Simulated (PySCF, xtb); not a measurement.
B₃H₅N₃, SMILES B1[N]BNBN1 (connectivity only; charge and spin as stated), charge -1, multiplicity 1.

GFN2-xTB run with xtb at its own geometry gives an orbital gap of 3.71 eV.

Geometry optimised at PBE0-D3(BJ)/def2-SVPD. The multiplicity is an assumed one; no other spin state was optimised. The isomer is the one that the SMILES or the coordinates give; other isomers of the formula were not compared.

Task: What does r2SCAN/def2-SVPD (PySCF) give? (An estimate is asked for; the answer gives what the named calculation found.)

Result: gap 3.99 eV (levels 0.16 and 4.15 eV).
